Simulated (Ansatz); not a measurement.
Ansatz (an electronic-structure program) input:

Ansatz 0.2 input:
```yaml
crystal:
  periodic: [false, false, false]
  atoms:
    - {symbol: C, position_ang: [-1.41252861, -0.46030656, 0.06426309]}
    - {symbol: Br, position_ang: [0.35005062, 0.11407245, -0.01592558]}
    - {symbol: H, position_ang: [-1.88850635, -0.48301087, 1.02928333]}
    - {symbol: H, position_ang: [-1.88809358, -0.74768542, -0.85746665]}
basis:
  gaussian:
    orbitals: def2-TZVP
hamiltonian:
  xc: b3lyp
  dispersion: d3bj
magnetization: {spin_polarized: true, initial_magnetization: 1}
phonons: {temperatures: {t_min: 298.15, t_max: 298.15, t_step: 100}}
```

**Question.** What final total energy does it print?

**Answer.** -2613.44706 Eh (B3LYP-D3(BJ)/def2-TZVP). The basis has 91 functions.

It need not be the lowest isomer of its formula.
